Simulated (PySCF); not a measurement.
Al(Me)(H) (CH4Al), SMILES [AlH][CH3], multiplicity 2.

The structure is a stationary point at ωB97X-D3(BJ)/def2-TZVP. The spin state was assumed, not searched. The isomer is the one that the SMILES or the coordinates give; other isomers of the formula were not compared.

Computed with PySCF with TDA-LC-ωPBE/def2-TZVPD.

Vertical excitations. Isolated molecule, no solvent.

Computed UV-visible absorptions:
```csv
state,energy (eV),λ (nm),f,main pairs
root 1,2.04,609,0.028,α HOMO→LUMO 96 %
root 2,4.77,260,0.079,"α HOMO→LUMO+2 37 %, α HOMO→LUMO+1 33 %, α HOMO→LUMO+5 8 %, α HOMO→LUMO+11 6 %, β HOMO→LUMO 8 %"
root 3,4.91,252,0.053,β HOMO→LUMO 79 %
root 4,5.09,244,0.000,"α HOMO−1→LUMO 58 %, β HOMO→LUMO+1 32 %"
root 5,5.25,236,0.123,"α HOMO→LUMO+1 46 %, α HOMO→LUMO+2 40 %"
root 6,5.57,222,0.069,α HOMO→LUMO+3 74 %
root 7,5.61,221,0.003,"α HOMO−1→LUMO 33 %, β HOMO→LUMO+1 61 %"
root 8,6.20,200,0.052,α HOMO→LUMO+4 88 %
root 9,6.65,186,0.065,"α HOMO→LUMO+6 55 %, α HOMO→LUMO+8 16 %, α HOMO→LUMO+10 13 %"
root 10,6.95,178,0.021,"α HOMO→LUMO+7 67 %, α HOMO→LUMO+9 22 %"
```
Unrestricted roots are not spin-pure.
